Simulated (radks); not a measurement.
Neutral manganese inside a hard spherical wall (all orbitals vanish at R), configuration held at [Ar] 3d5 4s2 and not refilled when levels cross. Method: scalar-relativistic Kohn-Sham, PBE, spin-polarised, spherical densities, point nucleus; open shells are filled with parallel spins first; computed with a radial shooting solver on a logarithmic mesh with Libxc functionals. Eigenvalues in eV for spin up, with the zero of energy where the potential of the charges vanishes at infinity; a dash marks a level that is unbound or too diffuse for the functional's potential to be trusted. A positive occupied level is held by the wall or, in an anion where self-interaction has pushed it up, behind a barrier. The pressure on the wall is -dE/dV.

| R (bohr) | E (hartree) | kinetic (hartree) | e(3s) | e(3p) | e(3d) | e(4s) | e(4p, empty) | e(5s, empty) | pressure (GPa) |
|---|---|---|---|---|---|---|---|---|---|
| free | -1158.49882 | 1171.302 | -87.363 | -56.071 | -8.146 | -5.508 | -1.546 | - | 0 |
| 20 | -1158.49882 | 1171.302 | -87.363 | -56.071 | -8.146 | -5.508 | -1.546 | - | < 0.0001 |
| 15 | -1158.49882 | 1171.302 | -87.363 | -56.071 | -8.146 | -5.508 | -1.543 | 0.263 | < 0.0001 |
| 8 | -1158.49452 | 1171.335 | -87.116 | -55.823 | -7.904 | -5.304 | -1.080 | 3.908 | 0.173 |
| 4 | -1158.10514 | 1172.876 | -81.517 | -50.286 | -2.597 | 1.834 | 9.140 | 41.641 | 72.4 |
| 3 | -1156.96492 | 1176.641 | -73.499 | -42.456 | 5.416 | 17.452 | 28.354 | 98.598 | 598 |
| 2.5 | -1155.07660 | 1182.667 | -64.708 | -33.754 | 15.029 | 40.021 | 54.126 | 166.75 | 2220 |
